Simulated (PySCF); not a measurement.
## Structure from 2D NMR

Compound of formula C5H17AlN2. Correlations simulated from computed shifts and the bond graph:

HSQC (one-bond C–H):
```csv
δH,δC
2.88,44.9
2.23,46.2
```

HMBC (two and three bonds, from the bond graph):
```csv
δH,δC
3.93,"46.2, 44.9"
2.88,44.9
2.23,46.2
```

Method: coordinates at the PBE0-D3(BJ)/def2-SVP level, shielding tensors at KT2/pcSseg-1 (GIAO), in PySCF (non-relativistic Hamiltonian, gas phase, rapidly exchanging positions averaged, one computed conformer).

Shifts are taken against calculated references (same method and geometry level): 1H and 13C against TMS.

Exchangeable hydrogens are left out of these lists.

Task: Which molecule is this?

Result: SMILES C[N](C)[AlH2-][N+](C)(C)C.

Structure with atom numbers: `[CH3:1][N:2]([CH3:3])[AlH2-:4][N+:5]([CH3:6])([CH3:7])[CH3:8]` (H(Xn): hydrogen on atom n).

δC 46.2 is C6/C7/C8, a methyl carbon bonded to N (δH 2.23). δC 44.9 is C1/C3, a methyl carbon bonded to N (δH 2.88).

The data come from this structure; uniqueness wasn't tested.

Hydrides on Al or Ga are broadened by the quadrupolar metal nucleus. Shifts are as computed. Against solution values, carbons near 30 ppm lie about +2 ppm off and those near 130 ppm about -5 ppm. Of 1313 compounds with measured shifts, 239 miss one by over three times the rms of a fit or turn the order of signals round; such compounds aren't used in these exercises.
